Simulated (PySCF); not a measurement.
Input of a run (PBE0-D3(BJ)/def2-SVP geometry optimisation, gas phase, def2 core potentials past Kr (PySCF 2.14.0)), started from GFN2-xTB:
```
{"job": {"xc": "PBE0", "basis": "def2-SVP", "d3": "d3bj", "grid": 1, "maxiter": 40, "kind": "geom"}, "charge": -2, "multiplicity": 2}
Ag    -0.000140    -0.000250     0.000730
O      2.072830     0.544040     0.006330
C      1.790940     1.810580    -0.003320
O      2.654000     2.685050    -0.005830
O      0.520440     2.075380    -0.010440
O     -2.072240    -0.543770    -0.005200
C     -1.790860    -1.810810     0.003030
O     -2.654420    -2.684570     0.001450
O     -0.520550    -2.075650     0.013260
```

Output (energies in Eh, forces in Eh/bohr):
```
step   0  E = -673.61674537  max force = 0.014247
step   1  E = -673.61935116  max force = 0.002787
step   2  E = -673.61949973  max force = 0.001244
step   3  E = -673.61951670  max force = 0.000606
step   4  E = -673.61951738  max force = 0.000183
optimisation converged
```

**Question.** Summarise the run.

**Answer.** The energy falls by 0.075 eV over 5 energy and gradient evaluations, the largest force component goes from 0.0142 to 1.8e-04 Eh/bohr, and the atoms move by 0.054 Å rms after alignment. Among the bonds, Ag1–O5, Ag1–O6 and Ag1–O9 change most and about equally (+0.045 to +0.046 Å). Bonds longer at the end by more than 0.005 Å: 10 of 10; shorter: 0. The energy never rose by more than 1e-6 Eh on the way. The first step brought 94 % of the lowering.

**Question.** What are the final bond lengths?

**Answer.** Ag1–O2 2.187 Å, Ag1–O5 2.186 Å, Ag1–O6 2.187 Å, Ag1–O9 2.186 Å, O2–C3 1.311 Å, C3–O4 1.238 Å, C3–O5 1.311 Å, O6–C7 1.311 Å, C7–O8 1.238 Å, C7–O9 1.311 Å. Numbering counts from 1 in the input's order; the species is [Ag(CO3)2]2-, `O=C1[O][Ag-2]2([O]1)[O]C(=O)[O]2` [radical].

The run used 143 basis functions and 43 SCF cycles in all.

No frequency check. ⟨S²⟩ = 0.756 (exact for a doublet: 0.75). Whether so highly charged an anion holds all its electrons in the gas phase wasn't checked; a finite basis holds them in any case. The ion is multiply charged and computed without counter-ions or solvent.

For an open-shell metal species like this, the optimisation's SCF solution wasn't tested for stability and no frequencies at its level were run, so a lower state or another shape may exist.
